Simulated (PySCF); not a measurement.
H₃GeO₃, doublet, at a GFN2-xTB geometry; R2SCAN/6-31G (PySCF).

The PySCF input:
```python
from pyscf import gto, scf, dft

mol = gto.M(
    atom='''
O    -0.890264   -1.046493   -0.981578
Ge   -0.135613   -0.047361    0.310441
O    -0.261370    1.641596   -0.296750
O     1.619040   -0.431866    0.208358
H    -1.662828   -0.651932   -1.382051
H     0.453484    2.212240   -0.020595
H     1.809713   -1.350635    0.028302
''',
    basis='6-31g',
    charge=0,
    spin=1,
    verbose=4,
)

mf = dft.UKS(mol)
mf.xc = 'r2scan'
mf.diis = False
mf.max_cycle = 100
mf.kernel()
```

It wrote (shortened):

```
PySCF version 2.14.0

[INPUT] verbose = 4
[INPUT] num. atoms = 7
[INPUT] num. electrons = 59
[INPUT] charge = 0
[INPUT] spin (= nelec alpha-beta = 2S) = 1
[INPUT] symmetry False subgroup None
[INPUT] Mole.unit = angstrom
[INPUT] Symbol           X                Y                Z      unit          X                Y                Z       unit  Magmom
[...]
nuclear repulsion = 304.710903664986
number of shells = 32
number of NR pGTOs = 168
number of NR cGTOs = 60
basis = 6-31g
ecp = {}

******** <class 'pyscf.dft.uks.UKS'> ********
method = UKS
initial guess = minao
damping factor = 0
level_shift factor = 0
DIIS disabled
SCF conv_tol = 1e-09
SCF conv_tol_grad = None
SCF max_cycles = 100
direct_scf = True
direct_scf_tol = 1e-13
number electrons alpha = 30  beta = 29
XC library pyscf.dft.libxc version 7.1.2
    S. Lehtola, C. Steigemann, M. J. T. Oliveira, and M. A. L. Marques,  SoftwareX 7, 1–5 (2018)
XC functionals = r2scan
    J. W. Furness, A. D. Kaplan, J. Ning, J. P. Perdew, and J. Sun,  J. Phys. Chem. Lett. 11, 8208–8215 (2020)
    J. W. Furness, A. D. Kaplan, J. Ning, J. P. Perdew, and J. Sun,  J. Phys. Chem. Lett. 11, 9248–9248 (2020)
    J. W. Furness, A. D. Kaplan, J. Ning, J. P. Perdew, and J. Sun,  J. Phys. Chem. Lett. 11, 8208–8215 (2020)
    J. W. Furness, A. D. Kaplan, J. Ning, J. P. Perdew, and J. Sun,  J. Phys. Chem. Lett. 11, 9248–9248 (2020)
radial grids:
    Treutler-Ahlrichs [JCP 102, 346 (1995); DOI:10.1063/1.469408] (M4) radial grids

becke partition: Becke, JCP 88, 2547 (1988); DOI:10.1063/1.454033
pruning grids: <function nwchem_prune>
grids dens level: 3
symmetrized grids: False
atomic radii adjust function: <function treutler_atomic_radii_adjust>
small_rho_cutoff = 0
Set gradient conv threshold to 3.16228e-05
tot grids = 92312
init E= -2303.65946923012

cycle= 1 E= -2303.62394674148  delta_E= 0.0355  |g|= 0.902  |ddm|= 1.91
cycle= 2 E= -2302.51170947435  delta_E= 1.11  |g|=  1.8  |ddm|= 2.35
cycle= 3 E= -2300.73200831348  delta_E= 1.78  |g|= 2.74  |ddm|=  3.5

cycle= 4 E= -2289.68448095488  delta_E=   11  |g|= 4.23  |ddm|= 11.4
cycle= 5 E= -2240.65690932543  delta_E=   49  |g|= 11.5  |ddm|= 12.5
cycle= 6 E= -2202.12264995063  delta_E= 38.5  |g|= 5.42  |ddm|= 17.8
cycle= 7 E= -2039.332241149  delta_E=  163  |g|= 7.12  |ddm|= 21.7
cycle= 8 E= -2201.95247201163  delta_E= -163  |g|= 4.42  |ddm|= 22.8
cycle= 9 E= -2039.36456872184  delta_E=  163  |g|= 7.08  |ddm|=   25
[...]
cycle= 67 E= -2039.42997902146  delta_E=  163  |g|= 7.08  |ddm|= 25.3
cycle= 68 E= -2202.19973453131  delta_E= -163  |g|= 4.37  |ddm|= 25.3
cycle= 69 E= -2039.42997902146  delta_E=  163  |g|= 7.08  |ddm|= 25.3
cycle= 70 E= -2202.19973453131  delta_E= -163  |g|= 4.37  |ddm|= 25.3
cycle= 71 E= -2039.42997902146  delta_E=  163  |g|= 7.08  |ddm|= 25.3
cycle= 72 E= -2202.19973453131  delta_E= -163  |g|= 4.37  |ddm|= 25.3
cycle= 73 E= -2039.42997902146  delta_E=  163  |g|= 7.08  |ddm|= 25.3
cycle= 74 E= -2202.19973453131  delta_E= -163  |g|= 4.37  |ddm|= 25.3
cycle= 75 E= -2039.42997902146  delta_E=  163  |g|= 7.08  |ddm|= 25.3
cycle= 76 E= -2202.19973453131  delta_E= -163  |g|= 4.37  |ddm|= 25.3
cycle= 77 E= -2039.42997902146  delta_E=  163  |g|= 7.08  |ddm|= 25.3
cycle= 78 E= -2202.19973453132  delta_E= -163  |g|= 4.37  |ddm|= 25.3
cycle= 79 E= -2039.42997902146  delta_E=  163  |g|= 7.08  |ddm|= 25.3
cycle= 80 E= -2202.19973453131  delta_E= -163  |g|= 4.37  |ddm|= 25.3
cycle= 81 E= -2039.42997902146  delta_E=  163  |g|= 7.08  |ddm|= 25.3
cycle= 82 E= -2202.19973453131  delta_E= -163  |g|= 4.37  |ddm|= 25.3
cycle= 83 E= -2039.42997902146  delta_E=  163  |g|= 7.08  |ddm|= 25.3
cycle= 84 E= -2202.19973453132  delta_E= -163  |g|= 4.37  |ddm|= 25.3
cycle= 85 E= -2039.42997902146  delta_E=  163  |g|= 7.08  |ddm|= 25.3
cycle= 86 E= -2202.19973453131  delta_E= -163  |g|= 4.37  |ddm|= 25.3
cycle= 87 E= -2039.42997902146  delta_E=  163  |g|= 7.08  |ddm|= 25.3
cycle= 88 E= -2202.19973453131  delta_E= -163  |g|= 4.37  |ddm|= 25.3
cycle= 89 E= -2039.42997902146  delta_E=  163  |g|= 7.08  |ddm|= 25.3
cycle= 90 E= -2202.19973453131  delta_E= -163  |g|= 4.37  |ddm|= 25.3
cycle= 91 E= -2039.42997902146  delta_E=  163  |g|= 7.08  |ddm|= 25.3
cycle= 92 E= -2202.19973453131  delta_E= -163  |g|= 4.37  |ddm|= 25.3
cycle= 93 E= -2039.42997902146  delta_E=  163  |g|= 7.08  |ddm|= 25.3
cycle= 94 E= -2202.19973453131  delta_E= -163  |g|= 4.37  |ddm|= 25.3
cycle= 95 E= -2039.42997902146  delta_E=  163  |g|= 7.08  |ddm|= 25.3
cycle= 96 E= -2202.19973453131  delta_E= -163  |g|= 4.37  |ddm|= 25.3
cycle= 97 E= -2039.42997902146  delta_E=  163  |g|= 7.08  |ddm|= 25.3
cycle= 98 E= -2202.19973453131  delta_E= -163  |g|= 4.37  |ddm|= 25.3
cycle= 99 E= -2039.42997902146  delta_E=  163  |g|= 7.08  |ddm|= 25.3
cycle= 100 E= -2202.19973453131  delta_E= -163  |g|= 4.37  |ddm|= 25.3
SCF not converged.
SCF energy = -2202.19973453131 after 100 cycles  <S^2> = 0.7500208  2S+1 = 2.0000208
```

Convergence was not reached.
